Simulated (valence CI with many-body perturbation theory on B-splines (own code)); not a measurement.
# Which ion has this spectrum?

A relativistic CI+MBPT calculation for an atom or ion with 5 electrons gives these levels (eV):

```csv
J,Parity,E,g
1/2,odd,0.0,0.61
1/2,even,311.8,2.00
3/2,odd,2096.5,1.29
3/2,even,2317.3,1.61
5/2,even,2359.5,1.29
1/2,even,2441.8,1.27
3/2,even,2443.5,0.97
3/2,odd,2765.0,1.30
5/2,even,4431.6,1.41
1/2,even,4553.5,1.92
3/2,even,4554.1,1.16
3/2,odd,4805.7,1.43
5/2,odd,4828.2,1.15
1/2,odd,4893.5,0.61
```

The energies are calculated, and their last digits are not significant.

Q: Which is it?
A. Tl76+
B. Hg75+
C. Au74+
D. Ir72+

A: B. Hg75+, ground level (2s^2 2p1/2) J=1/2.
